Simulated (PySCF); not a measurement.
# PySCF run on ZnP

The script input.py:

```python
from pyscf import gto, scf, solvent

mol = gto.M(
    atom='Zn 0 0 0; P 0 0 2.142',
    basis='x2c-svpall',
    charge=0,
    spin=3,
    verbose=4,
)
mf = scf.UHF(mol)
mf = mf.sfx2c1e()
mf = solvent.PCM(mf)
mf.with_solvent.eps = 32.6
mf.kernel()
mf.analyze()
print('orbital energies (hartree):', [e[max(0, n-3):n+3].round(4) for e, n in zip(mf.mo_energy, mol.nelec)])
```

```bash
$ OMP_NUM_THREADS=1 python input.py
```

It prints (some set-up lines and the per-cycle HOMO/LUMO lines with their warnings removed):

```
PySCF version 2.14.0

[INPUT] verbose = 4
[INPUT] num. atoms = 2
[INPUT] num. electrons = 45
[INPUT] charge = 0
[INPUT] spin (= nelec alpha-beta = 2S) = 3
[INPUT] symmetry False subgroup None
[INPUT] Mole.unit = angstrom
[INPUT] Symbol           X                Y                Z      unit          X                Y                Z       unit  Magmom
[INPUT]  1 Zn     0.000000000000   0.000000000000   0.000000000000 AA    0.000000000000   0.000000000000   0.000000000000 Bohr   0.0
[INPUT]  2 P      0.000000000000   0.000000000000   2.142000000000 AA    0.000000000000   0.000000000000   4.047793358818 Bohr   0.0

nuclear repulsion = 111.171682966387
number of shells = 7
number of NR pGTOs = 114
number of NR cGTOs = 54
basis = x2c-svpall
ecp = {}

******** <class 'pyscf.solvent._attach_solvent.PCMsfX2C1eUHF'> ********
method = PCMsfX2C1eUHF
initial guess = minao
damping factor = 0
level_shift factor = 0
DIIS = <class 'pyscf.scf.diis.CDIIS'>
diis_start_cycle = 1
diis_space = 8
diis_damp = 0
SCF conv_tol = 1e-09
SCF conv_tol_grad = None
SCF max_cycles = 50
direct_scf = True
direct_scf_tol = 1e-13
number electrons alpha = 24  beta = 21

******** <class 'pyscf.x2c.sfx2c1e.SpinFreeX2CHelper'> ********
approx = 1e
xuncontract = 1
******** <class 'pyscf.solvent.pcm.PCM'> (In testing) ********

WARN: PCM is an experimental feature. It is still in testing.
Features and APIs may be changed in the future.

lebedev_order = 29 (302 grids per sphere)
eps = 32.6
frozen = False
Set gradient conv threshold to 3.16228e-05
PCM E_diel = -0.00305078077511138
Solvent Energy = -0.00305078077511138
init E= -2135.35003868036

PCM E_diel = -0.0120902106110131
Solvent Energy = -0.0120902106110131
cycle= 1 E= -2135.30881452402  delta_E= 0.0412  |g|= 0.167  |ddm|= 1.52
PCM E_diel = -0.0129409960226933
Solvent Energy = -0.0129409960226933
cycle= 2 E= -2135.32939552119  delta_E= -0.0206  |g|= 0.116  |ddm|= 0.389
PCM E_diel = -0.0148171185221544
Solvent Energy = -0.0148171185221544
cycle= 3 E= -2135.33554461213  delta_E= -0.00615  |g|= 0.037  |ddm|= 0.11
PCM E_diel = -0.0169988690769577
Solvent Energy = -0.0169988690769577
cycle= 4 E= -2135.33946416211  delta_E= -0.00392  |g|= 0.0179  |ddm|= 0.148
PCM E_diel = -0.0188097453181244
Solvent Energy = -0.0188097453181244
cycle= 5 E= -2135.34083536268  delta_E= -0.00137  |g|= 0.00905  |ddm|= 0.0936
PCM E_diel = -0.0199333227217928
Solvent Energy = -0.0199333227217928
cycle= 6 E= -2135.3412105846  delta_E= -0.000375  |g|= 0.0038  |ddm|= 0.0591
PCM E_diel = -0.0203893221262934
Solvent Energy = -0.0203893221262934
cycle= 7 E= -2135.34126799501  delta_E= -5.74e-05  |g|= 0.000986  |ddm|= 0.0289
PCM E_diel = -0.0204643954060135
Solvent Energy = -0.0204643954060135
cycle= 8 E= -2135.341270553  delta_E= -2.56e-06  |g|= 0.000245  |ddm|= 0.00611
PCM E_diel = -0.0204682023003521
Solvent Energy = -0.0204682023003521
cycle= 9 E= -2135.34127071192  delta_E= -1.59e-07  |g|= 8.1e-05  |ddm|= 0.00122
PCM E_diel = -0.0204756452406659
Solvent Energy = -0.0204756452406659
cycle= 10 E= -2135.34127073076  delta_E= -1.88e-08  |g|= 1.93e-05  |ddm|= 0.000451
PCM E_diel = -0.0204769489257974
Solvent Energy = -0.0204769489257974
cycle= 11 E= -2135.34127073185  delta_E= -1.09e-09  |g|= 5.86e-06  |ddm|= 0.000107
PCM E_diel = -0.020477478347201
Solvent Energy = -0.020477478347201
cycle= 12 E= -2135.34127073194  delta_E= -8.64e-11  |g|= 1.43e-06  |ddm|= 3.05e-05
PCM E_diel = -0.0204775088426794
Solvent Energy = -0.0204775088426794
Extra cycle  E= -2135.34127073194  delta_E= -1.36e-12  |g|= 7.73e-07  |ddm|= 4.08e-06
converged SCF energy = -2135.34127073194  <S^2> = 3.7678007  2S+1 = 4.0088905
**** SCF Summaries ****
Total Energy =                       -2135.341270731937584
Nuclear Repulsion Energy =             111.171682966386570
One-electron Energy =                -3197.506467324899859
Two-electron Energy =                  951.013991135418678
Two-electron Coulomb Energy =         1044.337213982276580
DFT Exchange-Correlation Energy =      -93.323222846857902
**** MO energy ****
                             alpha | beta                alpha | beta
[13 lines left out]
MO #14  energy= -3.88087436924741  | -3.87888681761395  occ= 1 | 1
MO #15  energy= -0.825125781469175 | -0.771844369393332 occ= 1 | 1
MO #16  energy= -0.765437259583997 | -0.763071278691373 occ= 1 | 1
MO #17  energy= -0.765437259574259 | -0.763070568141368 occ= 1 | 1
MO #18  energy= -0.763973368109904 | -0.759197707212104 occ= 1 | 1
MO #19  energy= -0.763972919765139 | -0.759197707204486 occ= 1 | 1
MO #20  energy= -0.737502384320662 | -0.596644460151958 occ= 1 | 1
MO #21  energy= -0.387423100401095 | -0.321391208764427 occ= 1 | 1
MO #22  energy= -0.356654561504181 | 0.07187506503265   occ= 1 | 0
MO #23  energy= -0.356654561494205 | 0.0718750650413771 occ= 1 | 0
MO #24  energy= -0.230907032061039 | 0.0734965376999341 occ= 1 | 0
MO #25  energy= 0.20131327461513   | 0.257633286784563  occ= 0 | 0
MO #26  energy= 0.211629361528564  | 0.277786004684724  occ= 0 | 0
MO #27  energy= 0.211629361533899  | 0.277786004690074  occ= 0 | 0
[27 lines left out]

To work with the spin densities directly, `use mulliken_meta_spin()` only printing them here.

 ** Mulliken spin pop alpha/beta on meta-lowdin orthogonal AOs **
 ** Mulliken Spin Density (per AO)  **
 ** Mulliken Spin Density (per atom)  **
spin density of  0 Zn =      0.74016
spin density of  1 P =      2.25984
 ** Mulliken pop alpha/beta on meta-lowdin orthogonal AOs **
 ** Mulliken pop       alpha | beta **
pop of  0 Zn 1s        1.00000 | 1.00000
pop of  0 Zn 2s        1.00000 | 1.00000
pop of  0 Zn 3s        1.00000 | 1.00000
pop of  0 Zn 4s        0.92073 | 0.28552
pop of  0 Zn 5s        0.02137 | 0.00380
pop of  0 Zn 2px       1.00000 | 1.00000
pop of  0 Zn 2py       1.00000 | 1.00000
pop of  0 Zn 2pz       1.00000 | 1.00000
pop of  0 Zn 3px       1.00000 | 1.00000
pop of  0 Zn 3py       1.00000 | 1.00000
pop of  0 Zn 3pz       1.00000 | 0.99999
pop of  0 Zn 4px       0.00619 | 0.00036
[42 lines left out]
In total            24.00000 | 21.00000
 ** Mulliken atomic charges   ( Nelec_alpha | Nelec_beta ) **
charge of  0Zn =      0.67089  (    15.03463     14.29448 )
charge of  1P =     -0.67089  (     8.96537      6.70552 )
Dipole moment(X, Y, Z, Debye):  0.00000, -0.00000, -2.90091
orbital energies (hartree): [array([-0.3567, -0.3567, -0.2309,  0.2013,  0.2116,  0.2116]), array([-0.7592, -0.5966, -0.3214,  0.0719,  0.0719,  0.0735])]
```

In short: E(SCF) = -2135.341271 Eh, 12 cycles, ⟨S²⟩ = 3.768, μz(SCF) = -2.90 D.

It ran on Arm Neoverse V1 (1 thread, shared host) in 4 s, peak memory 0.16 GiB.

The bond length is a typed value, not an optimised one. No search for the lowest solution was made.
